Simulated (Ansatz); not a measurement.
Species: SiPH$_{4}$, charge 0, doublet. SiPH4 (SMILES [SiH3][PH], doublet).
B3LYP-D3(BJ)/def2-TZVP minimum from Ansatz (a program for electronic structure):
```xyz
6

Si    -1.0291     0.0960     0.1960
P      1.1626    -0.1750    -0.2869
H     -1.8251    -0.8330    -0.6382
H     -1.4580     1.4879    -0.0877
H     -1.2885    -0.1975     1.6273
H      1.5394     0.8235     0.6571
```
Charge 0, spin multiplicity 2.

Total energies in cc-pV(D+d)Z, 13 correlated electrons, 10 frozen orbitals. Radicals and triplets start from unrestricted determinants; spin-orbit coupling is neglected. Cores are frozen in correlated methods. No relativity.

| method | program | energy (Eh) | minus CCSDT(Q) (mEh) |
|---|---|---|---|
| HF | Ansatz | -631.98513 | 260.28 |
| MP2 | Ansatz | -632.19081 | 54.60 |
| CCSD | Ansatz | -632.23726 | 8.15 |
| CCSD(T) | Ansatz | -632.24384 | 1.57 |
| CCSDT(Q) | Ansatz | -632.24541 | 0.00 |

Rough core times of Ansatz's runs on a shared machine: CCSD(T) under 20 s, CCSDT(Q) 3 min.
